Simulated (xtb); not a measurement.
I4Zr, triplet, geometry from GFN2-xTB of the parent state (such geometries of metal compounds can be far from the true shape) (another spin typed on purpose, not shown lowest); GFN0-xTB in xtb 6.7.1.

The xtb input:
```
$ xtb mol.xyz --gfn 0 --chrg 0 --uhf 2 --json

# file mol.xyz
5

Zr    -0.00000000     0.00000000    -0.00000000
I      2.18545725    -0.64946479    -1.61123517
I      0.86527892     0.40345503     2.62347539
I     -1.19847694     2.33403420    -0.95396228
I     -1.85225923    -2.08802445    -0.05827794
```

Output, abridged:

```
   ID    Z sym.   atoms
    1   40 Zr     1
    2   53 I      2-5

           -------------------------------------------------
          |                Calculation Setup                |
           -------------------------------------------------

           -------------------------------------------------
          |                 G F N 0 - x T B                 |
           -------------------------------------------------

          ...................................................
          :                      SETUP                      :
          :.................................................:
          :  # basis functions                  50          :
          :  # atomic orbitals                  45          :
          :  # shells                           15          :
          :  # electrons                        32          :
          :  electronic temp.          300.0000000     K    :
          :  accuracy                    1.0000000          :
          :  -> integral cutoff          0.2500000E+02      :
          :  -> integral neglect         0.1000000E-07      :
          ...................................................

         :::::::::::::::::::::::::::::::::::::::::::::::::::::
         ::                     SUMMARY                     ::
         :::::::::::::::::::::::::::::::::::::::::::::::::::::
         :: total energy             -15.688929357824 Eh    ::
         :: gradient norm              0.036772772021 Eh/a0 ::
         :: HOMO-LUMO gap              0.000000001313 eV    ::
         ::.................................................::
         :: H0 energy                -15.555496485361 Eh    ::
         :: repulsion energy           0.053838453335 Eh    ::
         :: electrostat energy        -0.184883749607 Eh    ::
         :: -> Gsolv                   0.000000000000 Eh    ::
         ::    -> Gsasa                0.000000000000 Eh    ::
         ::    -> Gshift               0.000000000000 Eh    ::
         :: dispersion energy         -0.002387576191 Eh    ::
         :: short-range corr.          0.000000000000 Eh    ::
         :: add. restraining           0.000000000000 Eh    ::
         :: total charge               0.000000000000 e     ::
         :::::::::::::::::::::::::::::::::::::::::::::::::::::

           -------------------------------------------------
          |                Property Printout                |
           -------------------------------------------------

    * Orbital Energies and Occupations

         #    Occupation            Energy/Eh            Energy/eV
      -------------------------------------------------------------
         1        2.0000           -0.6604896             -17.9728
       ...           ...                  ...                  ...
         5        2.0000           -0.4587157             -12.4823
         6        2.0000           -0.4363787             -11.8745
         7        2.0000           -0.4363787             -11.8745
         8        2.0000           -0.4363787             -11.8745
         9        1.9998           -0.4325902             -11.7714
        10        1.9998           -0.4325902             -11.7714
        11        1.9989           -0.4312061             -11.7337
        12        1.9989           -0.4312061             -11.7337
        13        1.9989           -0.4312061             -11.7337
        14        1.6679           -0.4253701             -11.5749
        15        1.6679           -0.4253701             -11.5749
        16        1.6679           -0.4253701             -11.5749
        17        0.5000           -0.2999981              -8.1634 (HOMO)
        18        0.5000           -0.2999981              -8.1634 (LUMO)
        19                         -0.2748836              -7.4800
        20                         -0.2748836              -7.4800
        21                         -0.2748836              -7.4800
        22                         -0.0823765              -2.2416
        23                         -0.0578457              -1.5741
        24                         -0.0578457              -1.5741
        25                         -0.0578457              -1.5741
        26                         -0.0543843              -1.4799
        27                         -0.0543843              -1.4799
        28                         -0.0543843              -1.4799
       ...                                ...                  ...
        45                          1.5997196              43.5306
      -------------------------------------------------------------
                  HL-Gap            0.0000000 Eh            0.0000 eV
             Fermi-level            0.0000000 Eh            0.0000 eV

     #   Z          covCN         q      C6AA      α(0)
     1  40 Zr       3.166     0.852   301.206    35.952
     2  53 I        0.794    -0.213   385.976    33.937
     3  53 I        0.794    -0.213   385.976    33.937
     4  53 I        0.794    -0.213   385.976    33.937
     5  53 I        0.794    -0.213   385.976    33.937

 Mol. C6AA /au·bohr⁶  :       9168.414139
 Mol. C8AA /au·bohr⁸  :     949335.906764
 Mol. α(0) /au        :        171.699904

Wiberg/Mayer (AO) data.
largest (>0.10) Wiberg bond orders for each atom

 ---------------------------------------------------------------------------
     #   Z sym  total        # sym  WBO       # sym  WBO       # sym  WBO
 ---------------------------------------------------------------------------
     1  40 Zr   3.246 --     4 I    0.811     5 I    0.811     2 I    0.811
                             3 I    0.811
     2  53 I    0.905 --     1 Zr   0.811
     3  53 I    0.905 --     1 Zr   0.811
     4  53 I    0.905 --     1 Zr   0.811
     5  53 I    0.905 --     1 Zr   0.811
 ---------------------------------------------------------------------------

Topologies differ in total number of bonds
Writing topology from bond orders to xtbtopo.mol

 dipole moment from electron density (au)
     X       Y       Z
  -0.0000   0.0000  -0.0000  total (Debye):    0.000

           -------------------------------------------------
          | TOTAL ENERGY              -15.688929357824 Eh   |
          | GRADIENT NORM               0.036772772021 Eh/α |
          | HOMO-LUMO GAP               0.000000001313 eV   |
           -------------------------------------------------

normal termination of xtb
```
